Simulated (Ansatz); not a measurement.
## Match the barriers

Saddle point of GeNH$_{5}$, closed shell (GeNH₅ ([NH3][GeH2]) → GeNH₃ ([NH2][GeH]) + H₂; bonds formed: H2–H4; dative contacts that become bonds: Ge1–N3; bonds broken: Ge1–H4, H2–N3), PBE0-D4/def2-TZVP structure:

Ge1  (0.093, -0.952, 0.911)
H2  (-0.856, 0.433, 0.118)
N3  (0.151, -0.003, -0.855)
H4  (-1.260, 0.311, 0.972)
H5  (1.015, 0.170, 1.563)
H6  (0.938, 0.598, -1.044)
H7  (-0.081, -0.558, -1.665)
(Å)

Ansatz 0.2.0; basis: def2-TZVPP, with def2-QZVPP for the basis limit; cores frozen in the correlated methods. Filled d shells of the heavier atoms are correlated. The def2 sets are not built for correlating such inner shells, so the correlated values are less sure here. Extrapolation: Hartree–Fock as exp(−7.88 √X), correlation as X^−2.97. Four methods, as single points on the PBE0-D4 structures, gave these electronic barriers from the start structure: 29.16, 34.57, 38.17, 48.07 kcal/mol.

Q: The methods were, in alphabetical order, CCSD(T), HF, r2SCAN-D4, SPW92. Which gave which? (Judge from chemistry; the calculation decides.)

A: By the calculation: SPW92 29.16; r2SCAN-D4 34.57; CCSD(T) 38.17; HF 48.07 kcal/mol. For comparison, CCSD(T) at an estimated basis limit (MP2 extrapolated from triple and quadruple zeta, plus CCSD(T) − MP2 in triple zeta) gives 36.97 kcal/mol.

No T1 diagnostic of these runs exceeds 0.015.

Labels in which every atom is bracketed show which atoms are joined, not bond orders.

For scale, one of the runs: CCSD(T)/def2-TZVPP, 149 basis functions, launched by `ansatz run in.yaml --threads 2 --pin off --events-out ev --progress --plain --max-ram 4352MiB`. The run took 21 s on 2 CPU threads of an Arm Neoverse V1 (shared host), with 0.95 GiB of host memory at its peak.
